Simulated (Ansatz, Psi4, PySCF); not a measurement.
CaF$_{2}$, singlet, geometry from GFN2-xTB (such geometries of metal compounds can be far from the true shape). Base run: REVPBE/def2-SVP (PySCF).

Input for PySCF:
```python
from pyscf import gto, scf, dft

mol = gto.Mole()
mol.atom = '''
    Ca    0.484637   -0.079697   -0.181770
    F    -0.725348    1.235638   -0.799189
    F    -0.351624   -1.058533    1.203122
'''
mol.basis = 'def2-svp'
mol.charge = 0
mol.spin = 0
mol.verbose = 4
mol.build()

mf = dft.RKS(mol)
mf.xc = 'revpbe'
mf.kernel()
```

The same geometry, method and basis name were run in Ansatz (a quantum-chemistry and plane-wave program) and Psi4 and PySCF, at each program's defaults and at the settings that a row names. The base is PySCF at its defaults. Differences at the defaults can come from grids, fitting, cores and function types together.

| code and settings | ΔE vs base (mEh) | basis functions | E (Eh) | SCF cycles | dipole (D) |
|---|---|---|---|---|---|
| PySCF, defaults (exact integrals, its default grid, spherical functions) | 0.000 | 52 | -876.99978 | 10 | 6.51 |
| Psi4, defaults (density fitting with its default set, its default grid, spherical functions) | 0.059 | 52 | -876.99972 | 9 | 6.51 |
| Ansatz, defaults (factorised integrals, its default grid, spherical functions) | -0.023 | 52 | -876.99981 | - | - |
| PySCF, density fitting with def2-universal-jkfit | -0.053 | 52 | -876.99984 | 10 | 6.51 |
| PySCF, fine grid | -0.003 | 52 | -876.99979 | 10 | 6.51 |
| Psi4, exact integrals, spherical functions, fine grid | -0.049 | 52 | -876.99983 | 11 | 6.51 |
| Ansatz, high accuracy | -0.020 | 52 | -876.99980 | - | - |
